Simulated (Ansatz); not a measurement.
The inner images of a band of BrH + Cl3F2HOW (10 atoms, charge 0, multiplicity 1) are given out of order.

Theory: Ansatz, RKS PBE/def2-SVP.

Image 0:

```xyz
10
Properties=species:S:1:pos:R:3
W -0.027 -0.420 -0.091
O -0.539 -0.451 1.698
H -0.917 0.215 2.338
Cl 2.177 0.061 0.480
F -0.477 1.442 -0.027
Cl -2.192 -0.951 -0.766
F 0.406 -2.235 -0.128
Cl 0.519 -0.062 -2.320
Br -1.656 2.332 2.879
H -1.234 2.450 1.496
```

Image 6:

```xyz
10
Properties=species:S:1:pos:R:3
W -0.411 0.404 -0.591
O 0.071 -0.063 3.332
H -0.235 -0.858 2.855
Cl 1.564 0.999 0.433
F -0.192 1.769 -1.853
Cl -2.387 -0.220 -1.642
F -0.672 -0.975 0.666
Cl 0.751 -1.075 -1.952
Br -1.671 1.956 0.875
H -0.757 0.443 3.436
```

Problem. Put them in order from the first end to the last, with their energies above the first end.
A.
```xyz
10
Properties=species:S:1:pos:R:3
W -0.243 0.384 -0.336
O -0.363 -0.079 2.724
H -0.722 -0.985 2.791
Cl 1.833 0.946 0.476
F -0.282 1.702 -1.676
Cl -2.431 -0.303 -0.703
F -0.032 -1.310 0.449
Cl 0.617 -0.769 -2.187
Br -1.227 2.303 0.983
H -1.090 0.491 3.037
```
B.
```xyz
10
Properties=species:S:1:pos:R:3
W 0.024 -0.214 -0.251
O -0.671 0.093 1.502
H -0.771 -0.568 2.216
Cl 2.177 0.304 0.453
F -0.242 1.592 -0.644
Cl -2.102 -0.659 -1.077
F 0.213 -1.992 0.340
Cl 0.895 -0.828 -2.301
Br -2.035 2.870 3.029
H -1.428 1.783 2.294
```
C.
```xyz
10
Properties=species:S:1:pos:R:3
W 0.022 -0.322 -0.216
O -0.592 -0.155 1.519
H -0.999 -0.069 2.403
Cl 2.200 0.177 0.441
F -0.259 1.518 -0.531
Cl -2.147 -0.736 -0.970
F 0.318 -2.152 0.074
Cl 0.771 -0.607 -2.388
Br -1.914 2.333 3.271
H -1.340 2.396 1.956
```
D.
```xyz
10
Properties=species:S:1:pos:R:3
W -0.142 0.102 -0.053
O -0.568 -0.117 1.941
H -0.796 -1.017 2.255
Cl 1.884 0.901 0.685
F -0.285 1.638 -1.115
Cl -2.397 -0.193 -0.454
F 0.085 -1.746 0.339
Cl 0.691 -0.735 -2.052
Br -1.335 2.536 1.751
H -1.076 1.012 2.261
```
E.
```xyz
10
Properties=species:S:1:pos:R:3
W -0.032 -0.101 -0.133
O -0.660 -0.151 1.676
H -0.836 -0.962 2.196
Cl 2.024 0.622 0.657
F -0.328 1.685 -0.598
Cl -2.221 -0.448 -0.840
F 0.264 -1.936 0.210
Cl 0.826 -0.608 -2.206
Br -1.674 2.842 2.281
H -1.303 1.438 2.317
```

Solution. C (+18.0 kJ/mol), B (+20.5 kJ/mol), E (+35.3 kJ/mol), D (+92.7 kJ/mol), A (+70.0 kJ/mol).

Run time: 5.3 min on 4 threads of Intel(R) Xeon(R) 6975P-C (Granite Rapids) (shared host), peak memory 0.54 GiB.
